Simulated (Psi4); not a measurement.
H₂AlO₂ (SMILES [OH][Al+][OH]), charge +1, singlet, geometry from GFN2-xTB (such geometries of metal compounds can be far from the true shape); WB97X-V/def2-SV(P) (Psi4 1.11).

Input for Psi4:
```
memory 2 GB

molecule mol {
1 1
  Al    0.001321    0.023369    0.005604
  O     1.237463    0.111111   -1.016951
  H     1.881588    0.603802   -1.537268
  O    -1.244159   -0.229572    0.988542
  H    -1.845195    0.040093    1.691683
}

set basis def2-sv(p)
set reference rks

energy('wb97x-v')
print_variables()
```

**Question.** Predict the main parts of the log of this Psi4 run.

**Answer.** 
```
   => Loading Basis Set <=

    Name: DEF2-SV(P)
    Role: ORBITAL
    Keyword: BASIS

         ---------------------------------------------------------
                                   SCF
               by Justin Turney, Rob Parrish, Andy Simmonett
                          and Daniel G. A. Smith
                              RKS Reference
         ---------------------------------------------------------

  ==> Geometry <==

    Molecular point group: c1
    Full point group: C1

    Geometry (in Angstrom), charge = 1, multiplicity = 1:

       Center              X                  Y                   Z               Mass
    ------------   -----------------  -----------------  -----------------  -----------------
         AL           0.001891310875     0.033458171918     0.008023722925    26.981538530000
         O            1.238033310875     0.121200171918    -1.014531277075    15.994914619570
         H            1.882158310875     0.613891171918    -1.534848277075     1.007825032230
         O           -1.243588689125    -0.219482828082     0.990961722925    15.994914619570
         H           -1.844624689125     0.050182171918     1.694102722925     1.007825032230

  Running in c1 symmetry.

  Rotational constants: A =     46.46553  B =      0.17790  C =      0.17727 [cm^-1]
  Rotational constants: A = 1393001.48968  B =   5333.32479  C =   5314.44783 [MHz]
  Nuclear repulsion =   95.521422404642180

  Charge       = 1
  Multiplicity = 1
  Electrons    = 30
  Nalpha       = 15
  Nbeta        = 15

  ==> Algorithm <==

  SCF Algorithm Type is DF.
  DIIS enabled.
  MOM disabled.
  Fractional occupation disabled.
  Guess Type is SAD.
  Energy threshold   = 1.00e-06
  Density threshold  = 1.00e-06
  Integral threshold = 1.00e-12

  ==> Primary Basis <==

  Basis Set: DEF2-SV(P)
    Blend: DEF2-SV(P)
    Number of shells: 24
    Number of basis functions: 50
    Number of Cartesian functions: 53
    Spherical Harmonics?: true
    Max angular momentum: 2

  ==> DFT Potential <==

   => LibXC <=

    Version 7.1.2
    S. Lehtola, C. Steigemann, M. J. T. Oliveira, and M. A. L. Marques,  SoftwareX 7, 1–5 (2018) (10.1016/j.softx.2017.11.002)

   => Composite Functional: WB97X-V <=

    wB97X-V Hyb-GGA Exchange-Correlation Functional

    N. Mardirossian and M. Head-Gordon,  Phys. Chem. Chem. Phys. 16, 9904–9924 (2014) (10.1039/C3CP54374A)

    Deriv               =              1
    GGA                 =           TRUE
[...]
   @DF-RKS iter   3:  -393.56758768013049   -3.35978e-01   5.11373e-04 ADIIS/DIIS
   @DF-RKS iter   4:  -393.56801736818517   -4.29688e-04   1.45398e-04 ADIIS/DIIS
   @DF-RKS iter   5:  -393.56805093346242   -3.35653e-05   2.54573e-05 DIIS
   @DF-RKS iter   6:  -393.56805273617823   -1.80272e-06   5.16957e-06 DIIS
   @DF-RKS iter   7:  -393.56805292915294   -1.92975e-07   1.44490e-06 DIIS
   @DF-RKS iter   8:  -393.56805294342990   -1.42770e-08   2.32848e-07 DIIS
  Energy and wave function converged.

  ==> Post-Iterations <==

   Electrons on quadrature grid:
      Ntotal   =   30.0000056719 ; deviation = 5.672e-06

    Orbital Energies [Eh]
    ---------------------

    Doubly Occupied:

[...]
    Virtual:

[...]
    Final Occupation by Irrep:
              A
    DOCC [    15 ]
    NA   [    15 ]
    NB   [    15 ]

  @DF-RKS Final Energy:  -393.56805294342990

   => Energetics <=

    Nuclear Repulsion Energy =             95.5214224046421805
    One-Electron Energy =                -727.6203792888265980
    Two-Electron Energy =                 264.9676038211130731
    DFT Exchange-Correlation Energy =     -26.5637617065237528
    Empirical Dispersion Energy =           0.0000000000000000
    VV10 Nonlocal Energy =                  0.1270618261651775
    Total Energy =                       -393.5680529434299046

Computation Completed

Properties will be evaluated at   0.000000,   0.000000,   0.000000 [a0]

Properties computed using the SCF density matrix

 Multipole Moments:

 ------------------------------------------------------------------------------------
     Multipole            Electronic (a.u.)      Nuclear  (a.u.)        Total (a.u.)
 ------------------------------------------------------------------------------------

 L = 1.  Multiply by 2.5417464519 to convert [e a0] to [Debye]
 Dipole X            :          0.0071382            0.0334059            0.0405441
 Dipole Y            :          0.1262585            0.5910465            0.7173050
 Dipole Z            :          0.0302780            0.1417416            0.1720196
 Magnitude           :                                                    0.7387564

 ------------------------------------------------------------------------------------

  Variable Map:
  ----------------------------------------------------------------------------
[...]
  Array Variable Map:
  ----------------------------------------------------------------------------
[...]
[...]
```
